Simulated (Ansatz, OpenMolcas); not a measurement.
## CH4BFOSi (SMILES O=CB[SiH2]F): the HOMO–LUMO gap, rung by rung

The species is CH4BFOSi (9 atoms), meant as a singlet with charge 0. As SMILES, `O=CB[SiH2]F`. Geometry: relaxed at PBE0-D4/def2-TZVP. This is one conformer, not always the lowest.

Each level gives the HOMO–LUMO gap (eV). The values are calculated.

```
             level                    kind     program  value (eV)  CPU time
       HF/def2-SVP            Hartree–Fock      Ansatz       13.78     4.7 s
     TPSS/def2-SVP                meta-GGA  OpenMolcas        4.09      42 s
   r2SCAN/def2-SVP                meta-GGA  OpenMolcas        4.28      40 s
    B3LYP/def2-SVP           global hybrid  OpenMolcas           ?      32 s
    BHLYP/def2-SVP           global hybrid  OpenMolcas           ?      32 s
   M06-2X/def2-SVP         hybrid meta-GGA  OpenMolcas        8.78      40 s
CAM-B3LYP/def2-SVP  range-separated hybrid      Ansatz        9.03      14 s
   B2PLYP/def2-SVP           double hybrid  OpenMolcas        9.29      26 s
```

Q: Estimate what the levels marked ? give.

A: As computed at these levels: B3LYP/def2-SVP: 5.87 eV; BHLYP/def2-SVP: 8.98 eV. The values span 4.09 to 13.78 eV. Orbital gaps aren't excitation energies, and those of double hybrids come from the SCF part alone; they tend to grow with the share of exact exchange. CPU times are rough (shared hosts, several kinds of processor): they show what a rung costs within a factor of a few.
